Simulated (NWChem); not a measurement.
Species: CaHSF; SMILES [F][Ca][SH]

```xyz
4

Ca     0.1196     0.5051    -0.0150
F     -0.5367     2.3471     0.0256
S     -0.3056    -2.0637    -0.0479
H      1.0158    -2.3600    -0.0735
```
Atoms are numbered in this order, from 1.

Geometry: optimised at PBE0/def2-SVP.

### Question
Give the principal values of the shielding tensors (ppm) of Ca1, F2, S3 from B3LYP/6-31G* (spherical d), GIAO (NWChem), with their diamagnetic and paramagnetic parts as GIAO splits them.

### Answer
| atom | σ11 | σ22 | σ33 | isotropic | diamagnetic | paramagnetic |
|---|---|---|---|---|---|---|
| Ca1 | 1045.3 | 1056.6 | 1403.2 | 1168.4 | 1420.7 | -252.3 |
| F2 | 179.1 | 183.5 | 486.2 | 282.9 | 470.6 | -187.7 |
| S3 | 746.7 | 777.3 | 988.5 | 837.5 | 1056.0 | -218.5 |
